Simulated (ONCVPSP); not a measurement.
## Varying the ONCV potential for Zr (Z = 40)

Base potential:

zirconium, optimised norm-conserving Vanderbilt (ONCV), made with ONCVPSP 4.0.1 (PBE, scalar-relativistic). Core [Ar] 3d10, reference 4s2 4p6 4d3 5s1. Waves: 4s+5s: rc 2.40 bohr, ncon 4, nbas 8, qcut 4.3 1/bohr, 2 projectors; 4p: rc 1.60 bohr, ncon 4, nbas 7, qcut 10.5 1/bohr, 2 projectors, debl 3.4 Ha; 4d: rc 2.00 bohr, ncon 4, nbas 8, qcut 4.3 1/bohr, 3 projectors, debl 3.7 Ha. Local part: polynomial inside 1.15 bohr (lpopt 5, dvloc0 3 Ha). Core correction: Teter function, fcfact 4.75, rcfact 1.6.

Cutoffs, loose and tight: the cutoffs (Ha) at which the residual kinetic energy of the hardest occupied pseudo-wave falls to 1 and 0.1 mHa per electron. They do not see the model core or the augmentation charge, which bear on the density cutoff. Test errors are all-electron minus pseudo excitation energies from the reference, over the configurations 4s2 4p6 4d2 5s2; 4s2 4p6 4d2 5s1; 4s2 4p6 4d2 5s0; 4s2 4p6 4d2 5s0 5p1. A dash means not determined; rows that change the core or the reference have their own tests.

| change | outcome | cutoff, loose | cutoff, tight | bound ghosts | GHOST(+) flags above zero | largest test error (meV) |
| --- | --- | --- | --- | --- | --- | --- |
| base | generated | 29 Ha | 56 Ha | none | s | -2.1 |
| core correction Teter function, fcfact 4.75, rcfact 1.16 | generated | 29 Ha | 56 Ha | none | s | +2.5 |
| core correction Teter function, fcfact 6.2, rcfact 1.6 | generated | 29 Ha | 56 Ha | none | s | -2.7 |
| functional Wu-Cohen | generated | 29 Ha | 56 Ha | none | s | -1.9 |
| p: debl 3.95 | generated | 29 Ha | 56 Ha | none | s | -2.1 |
| s: qcut 5.5 | generated | 29 Ha | 56 Ha | none | s | -1.6 |
| local potential polynomial inside 1.15 bohr (lpopt 5, dvloc0 5 Ha) | generated | 29 Ha | 56 Ha | none | none | -2.2 |
| d: nproj 1 | generated | 29 Ha | 56 Ha | none | s | -2.4 |
| reference 4s2 4p6 4d2 5s1.75 | generated | 32 Ha | 57 Ha | none | s | -12 |

**Question.** What comes out with this change to the base: all radii but the core radius scaled by about 1.15 (s 2.78, p 1.84, d 2.30 bohr); local potential polynomial inside 1.32 bohr (lpopt 5, dvloc0 3 Ha)?

**Answer.** outcome: generated; cutoff, loose: 23 Ha; cutoff, tight: 41 Ha; bound ghosts: none; GHOST(+) flags above zero: none; largest test error (meV): +4.6.

**Question.** What comes out with this change to the base: d: qcut 5.9?

**Answer.** outcome: generated; cutoff, loose: 29 Ha; cutoff, tight: 36 Ha; bound ghosts: none; GHOST(+) flags above zero: s, d; largest test error (meV): -3.5.
